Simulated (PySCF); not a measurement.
Fine-structure interval of In³²⁺ by level of theory

In³²⁺ [Ne] 3s2 3p5 [3p1/2^2 3p3/2^3, M_J = 3/2] → In³²⁺ [Ne] 3s2 3p5 [3p1/2^1 3p3/2^4, M_J = 1/2], as a difference of total energies. Calculation: PySCF 2.14, in an even-tempered Gaussian basis (19 s from 5.5 bohr⁻², ratio 2.4; 14 p from 7.2 bohr⁻², ratio 2.4; 5 d from 29 bohr⁻², ratio 2.6; 4 f from 44 bohr⁻², ratio 2.6); the two-component X2C-1e Hamiltonian. Correlated levels: 1s2 frozen; the 56 highest virtual spinors dropped. "Screened" scales the spin-orbit matrix elements by Boettger's factors to mimic the two-electron term; Breit and QED terms are absent.

```
                    method  fine-structure interval (cm⁻¹)
 GHF (screened spin-orbit)                          402730
GMP2 (screened spin-orbit)                          404020
     GHF (bare spin-orbit)                          420630
```
